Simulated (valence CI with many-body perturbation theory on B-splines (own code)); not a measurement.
**Missing levels of Ar¹⁰⁺**

Calculated by relativistic CI+MBPT: six valence electrons over a frozen Dirac-Fock core [He], radial functions for each j: 9 s, 9 p, 8 d, 6 f, 3 g, 1 h, with the one-electron correlation potential Σ1 (screened to all orders), the two-electron term Σ2, the three-electron term Σ3, Breit, model QED; selected single and double excitations, second order for the rest, scaled by the run's own slope (own B-spline code, finite nucleus).

No measured levels were compared; by estimate levels of excited configurations hold to 0.05 to 0.15 % of their energy, terms of the ground configuration to about 0.5 %. Among the levels kept, up to 3000 cm⁻¹ of a level comes from second order outside the variational space, and about a tenth of that is noise between levels of different J, which matters for small intervals.

| Level | E (eV) |
| --- | --- |
| 2s²2p⁴ ³P_2 | 0.00 |
| 2s²2p⁴ ³P_1 | 1.79 |
| 2s²2p⁴ ³P_0 | 2.27 |
| 2s²2p⁴ ¹D_2 | 8.93 |
| 2s²2p⁴ ¹S_0 | 18.46 |
| 2s2p⁵ ³P°_2 | 65.69 |
| 2s2p⁵ ³P°_1 | 67.22 |
| 2s2p⁵ ³P°_0 | 68.08 |
| 2s2p⁵ ¹P°_1 | 90.63 |
| 2p⁶ ¹S_0 | 153.25 |
| 2s²2p³3s ⁵S°_2 | 307.87 |
| 2s²2p³3s ³S°_1 | ? |
| 2s²2p³3s ³D°_1 | 320.72 |
| 2s²2p³3s ³D°_2 | ? |
| 2s²2p³3s ³D°_3 | 321.03 |
| 2s²2p³3s ¹D°_2 | ? |
| 2s²2p³3p ⁵P_1 | 324.71 |
| 2s²2p³3p ⁵P_2 | ? |
| 2s²2p³3p ⁵P_3 | ? |
| 2s²2p³3s ³P°_0 | ? |

The levels stand in rising order. What does the calculation give for the missing energies?

2s²2p³3s ³S°_1 311.97; 2s²2p³3s ³D°_2 320.78; 2s²2p³3s ¹D°_2 322.89; 2s²2p³3p ⁵P_2 324.85; 2s²2p³3p ⁵P_3 325.15; 2s²2p³3s ³P°_0 327.45.
